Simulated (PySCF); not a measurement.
Bond length, frequency and bond energy of BeGa⁻ by level of theory

State: ³Σ⁻ (triplet), unpaired electrons π ↑↑. Set-up: basis Be aug-cc-pVDZ-DK, Ga aug-cc-pVDZ-DK; spin-free X2C with a Gaussian nucleus; PySCF 2.14. De refers to Be + Ga⁻ in their high-spin ground configurations, without counterpoise correction. The functionals are run spin-unrestricted. A positive dipole points towards Ga; it is taken about the centre of mass and depends on that origin. Levels whose curve was spin-contaminated or gave no clean fit are not listed.

```tsv
Level	Re (Å)	ωe (cm⁻¹)	De (eV)	μ (D)
ROHF-MP2	2.277	439	n/a	n/a
ROHF-SCS-MP2	2.292	418	n/a	n/a
PBE	2.277	407	1.56	3.79
TPSSh	2.267	410	1.47	3.83
PBE0	2.271	408	1.43	3.63
HSE06	2.275	407	1.43	3.59
M06-2X	2.306	373	n/a	3.34
```

The bond length runs from 2.267 Å (TPSSh) to 2.306 Å (M06-2X). De spans 1.43 eV (PBE0, global hybrid GGA) to 1.56 eV (PBE, GGA).

Correlated steps freeze 9 core orbitals. Spin–orbit coupling is left out. For an ion De counts to the pair picked by the measured ionisation energies or electron affinities, which need not be the lowest pair at this level. The highest Kohn–Sham level is positive in this anion. Much of that is self-interaction error, but it also means that the finite basis helps to hold the extra electron. The state is the lowest determinant that a PBE0 search found; another state may lie lower at other levels.
